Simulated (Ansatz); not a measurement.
Geometry optimisation, UKS B3LYP/def2-SVP (Ansatz).

input.yaml

```yaml
crystal:
  periodic: [false, false, false]
  atoms:
    - { symbol: O, position_ang: [-1.3622, 0.0804, -0.4171] }
    - { symbol: Sn, position_ang: [0.566, 0.1362, -0.3794] }
    - { symbol: Cl, position_ang: [1.27256, 1.54867, -2.09722] }
    - { symbol: H, position_ang: [-1.5766, -0.8239, -0.4722] }
    - { symbol: H, position_ang: [1.23967, -1.46027, -0.59546] }
magnetization:
  spin_polarized: true
  initial_magnetization: 1
basis:
  gaussian: { orbitals: def2-SVP }
hamiltonian:
  xc: b3lyp
relax:
  f_tol: 0.015
  max_steps: 40
```

Command:

```bash
$ ansatz run input.yaml --threads 1 --pin off --max-ram 2048MiB --backend cpu --events-out ev --progress --plain --runs-dir out
```

**Question.** Where does it end, and by what steps?

**Answer.** It converged. The force dipped under the threshold on the way, but the program's further checks kept it going. After 9 steps the energy has fallen by 0.232 eV; H4 moved furthest, 0.42 Å.

| step | energy less start (eV) | largest force component (eV/Å) | accepted |
| --- | --- | --- | --- |
| 0 | 0.0000 | 2.112 | yes |
| 1 | -0.1918 | 0.532 | yes |
| 2 | -0.2128 | 0.374 | yes |
| 3 | -0.2181 | 0.539 | yes |
| 4 | -0.2240 | 0.159 | yes |
| 5 | -0.2279 | 0.218 | yes |
| 6 | -0.2310 | 0.015 | yes |
| 7 | -0.2285 | 0.380 | no |
| 8 | -0.2316 | 0.080 | yes |
| 9 | -0.2319 | 0.005 | yes |

```xyz
5
Properties=species:S:1:pos:R:3
O -1.357 -0.078 -0.744
Sn 0.604 0.099 -0.332
Cl 1.313 1.600 -2.046
H -1.810 -0.690 -0.144
H 1.389 -1.450 -0.695
```

The run took 23 s on 1 thread of Intel(R) Xeon(R) 6975P-C (Granite Rapids) (shared host), peak memory 0.19 GiB.
